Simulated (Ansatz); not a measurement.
```yaml
crystal:
  periodic: [false, false, false]
  atoms:
    - {symbol: C, position_ang: [-1.297021, -0.365847, -2.391595]}
    - {symbol: N, position_ang: [-0.300647, 0.340900, -1.789282]}
    - {symbol: C, position_ang: [0.816149, 0.814056, -2.571466]}
    - {symbol: Hf, position_ang: [-0.100884, 0.252146, 0.266470]}
    - {symbol: C, position_ang: [-2.053611, 0.482646, 0.964868]}
    - {symbol: C, position_ang: [0.967538, 2.128110, 0.838701]}
    - {symbol: C, position_ang: [0.628541, -0.977738, 2.355235]}
    - {symbol: C, position_ang: [1.798181, -0.774091, 1.751851]}
    - {symbol: C, position_ang: [1.628681, -1.470241, 0.559428]}
    - {symbol: C, position_ang: [0.227437, -2.032111, 0.617183]}
    - {symbol: C, position_ang: [-0.288831, -1.928465, 1.883858]}
    - {symbol: H, position_ang: [-0.760372, -1.202791, -2.995820]}
    - {symbol: H, position_ang: [-1.757217, 0.320795, -2.984466]}
    - {symbol: H, position_ang: [-2.067819, -0.734648, -1.728527]}
    - {symbol: H, position_ang: [0.361032, 1.477750, -3.349285]}
    - {symbol: H, position_ang: [1.500400, 1.241518, -1.929287]}
    - {symbol: H, position_ang: [1.291488, 0.005799, -3.104756]}
    - {symbol: H, position_ang: [-2.615928, 1.465517, 0.493481]}
    - {symbol: H, position_ang: [-3.034855, -0.206101, 0.843690]}
    - {symbol: H, position_ang: [-2.286230, 0.875638, 1.965194]}
    - {symbol: H, position_ang: [1.918306, 2.126116, 0.620591]}
    - {symbol: H, position_ang: [0.483124, 2.960690, 0.355870]}
    - {symbol: H, position_ang: [1.101549, 2.490412, 1.875477]}
    - {symbol: H, position_ang: [0.379264, -0.396436, 3.535735]}
    - {symbol: H, position_ang: [2.577760, -0.175502, 1.906015]}
    - {symbol: H, position_ang: [2.244853, -1.644641, -0.274584]}
    - {symbol: H, position_ang: [-0.053246, -2.809091, -0.089160]}
    - {symbol: H, position_ang: [-1.214270, -2.053161, 2.152115]}
basis:
  gaussian: {orbitals: def2-TZVP}
hamiltonian: {xc: {name: HF}}
correlation: {active_space: {window: {electrons: 3, orbitals: 2}}}
accuracy: high
output: {forces: true}
```

```sh
$ ansatz run in.yaml --threads 11 --pin off --events-out ev --progress --plain --max-ram 110592MiB --backend cuda --devices 0, --max-vram 75GiB
```

Shortened log:

```
Functional definition: HF
8683 factors; integrals over basis functions are off by at most 8.8e-6 eV
mean field evaluation 1: about -12304.8359 eV, gradient 6.7e1 eV
mean field evaluation 2: about -12305.3949 eV, gradient 6.7e1 eV
mean field evaluation 4: about -12316.6005 eV, gradient 7.7e0 eV
mean field evaluation 8: about -12316.7998 eV, gradient 5.8e-1 eV
mean field evaluation 16: about -12316.8019 eV, gradient 4.0e-7 eV
mean field -12316.80186719 eV, -452.6341199910 hartree, gradient 1.3e-8 eV, S^2 0.000000; 0 other end points of the search recorded, 0 dependent functions left out
reference -12316.80186719 eV, -452.6341199910 hartree; 45, 45 occupied and 407, 407 virtual orbitals, 8683 factors
Error: 3 electrons in 2 orbitals form no window around the highest filled level of the reference
```

(1) Something in this input is off. What?

## Answers

(1) The active space doesn't fit the electrons. The run stopped with an error.
